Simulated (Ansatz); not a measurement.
`Cl[Si](Cl)(Cl)[GeH3]` + H₂Te → `Cl[Si](Cl)(Cl)[TeH]` + GeH₄ at 500 K and 1 bar (cleavage of the Si–Ge bond).

Calculated with Ansatz (gas phase, PBE0-D4/def2-TZVP geometries, no zero-point term in ΔE). CCSD(T)/CBS is the MP2 limit (def2-TZVPP, def2-QZVPP) plus CCSD(T) − MP2 in def2-TZVPP, frozen cores. def2 core potentials past Kr. For Ge, Te outer-core shells are correlated without core-valence functions, which leaves a few kJ/mol of doubt a bond. Scalar relativity is left out up to krypton.

```csv
species,CCSD(T)/CBS energy (Eh),H − E (kJ/mol),S (J/(mol·K))
`Cl[Si](Cl)(Cl)[GeH3]`,-3746.48623,128.3,457.4
H₂Te,-268.91024,48.9,247.6
`Cl[Si](Cl)(Cl)[TeH]`,-1936.91665,79.6,449.0
GeH₄,-2078.49493,99.4,244.6
```

H − E and S are ideal-gas, rigid-rotor, harmonic terms from PBE0-D4/def2-TZVP. 1 Eh = 2625.50 kJ/mol, R = 8.31446 J/(mol·K).

Q: By hand: ΔE, ΔH, ΔS and ΔG.

A: ΔE = (-1936.91665) + (-2078.49493) − (-3746.48623) − (-268.91024) = -0.01511 Eh = -39.7 kJ/mol. Δ(H − E) = 79.6 + 99.4 − 128.3 − 48.9 = 1.8, so ΔH = -37.9 kJ/mol. ΔS = 449.0 + 244.6 − 457.4 − 247.6 = -11.4 J/(mol·K). ΔG = -37.9 − 500 × (-11.4)/1000 = -32.2 kJ/mol.

Q: By hand: the equilibrium constant, and the temperature at which ΔG would vanish if ΔH and ΔS stayed fixed.

A: log₁₀ K = −ΔG/(RT ln 10) = 3.4. ΔG = 0 at ΔH/ΔS = 3325 K, far beyond where these terms or the molecules hold.

The number of gas molecules stays the same, so ΔS is small and ΔH decides. A doubt of 5 kJ/mol in ΔE shifts log₁₀ K by 0.5 here. These are equilibria of isolated gas molecules and say nothing of rates. Largest T1 diagnostic: 0.012 (customary marks: 0.02 for closed shells, 0.045 for open ones).
